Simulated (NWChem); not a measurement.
System meant: CH4AlFOS; SMILES [S](C)[Al]([OH])[F]

Input file for NWChem:

```
start job
memory heap 200 mb stack 900 mb global 1100 mb
geometry units angstroms noautoz
  Al    -0.091952     0.767604    -0.000680
  F      0.811229     2.160931     0.001471
  O     -1.784040     0.815682     0.022053
  H     -2.337806     1.596958     0.047627
  S      0.885086    -1.152457    -0.031232
  C     -0.580640    -2.257731    -0.027529
  H     -1.520864    -1.692609     0.008260
  H     -0.517037    -2.914888     0.849850
  H     -0.558362    -2.869586    -0.939052
end
basis spherical
  * library def2-svp
end
dft
  odft
  mult 2
  xc b3lyp
  iterations 150
  mulliken
end
task dft energy
```

End of the output:

```
 Summary of "ao basis" -> "ao basis" (spherical)
 ------------------------------------------------------------------------------
       Tag                 Description            Shells   Functions and Types
 ---------------- ------------------------------  ------  ---------------------
 Al                         def2-svp                 8       18   4s3p1d
 F                          def2-svp                 6       14   3s2p1d
 O                          def2-svp                 6       14   3s2p1d
 H                          def2-svp                 3        5   2s1p
 S                          def2-svp                 8       18   4s3p1d
 C                          def2-svp                 6       14   3s2p1d

 Summary of "ao basis" -> "ao basis" (spherical)
 ------------------------------------------------------------------------------
       Tag                 Description            Shells   Functions and Types
 ---------------- ------------------------------  ------  ---------------------
 Al                         def2-svp                 8       18   4s3p1d
 F                          def2-svp                 6       14   3s2p1d
 O                          def2-svp                 6       14   3s2p1d
 H                          def2-svp                 3        5   2s1p
 S                          def2-svp                 8       18   4s3p1d
 C                          def2-svp                 6       14   3s2p1d

  number of electrons :                   56
  multiplicity        :                    2
 ------------------------------------------------------------------------
  no. of electrons and multiplicity not compatible                  56
 ------------------------------------------------------------------------
 ------------------------------------------------------------------------
  current input line :
    24: task dft energy
 ------------------------------------------------------------------------
 ------------------------------------------------------------------------
 There is an error in the input file
 ------------------------------------------------------------------------
 For more information see the NWChem manual at https://nwchemgit.github.io

0: no. of electrons and multiplicity not compatible:Received an Error in Communication
```

Question: Find the fault in this run and fix the input.

Answer: The program refused the input. Cause: the multiplicity doesn't fit the number of electrons (an even count wants an odd multiplicity, and the reverse). This input runs:
```
start job
memory heap 200 mb stack 900 mb global 1100 mb
geometry units angstroms noautoz
  Al    -0.091952     0.767604    -0.000680
  F      0.811229     2.160931     0.001471
  O     -1.784040     0.815682     0.022053
  H     -2.337806     1.596958     0.047627
  S      0.885086    -1.152457    -0.031232
  C     -0.580640    -2.257731    -0.027529
  H     -1.520864    -1.692609     0.008260
  H     -0.517037    -2.914888     0.849850
  H     -0.558362    -2.869586    -0.939052
end
basis spherical
  * library def2-svp
end
dft
  xc b3lyp
  iterations 150
  mulliken
end
task dft energy
```
It converges to -856.03859 Ha (B3LYP/def2-SVP).
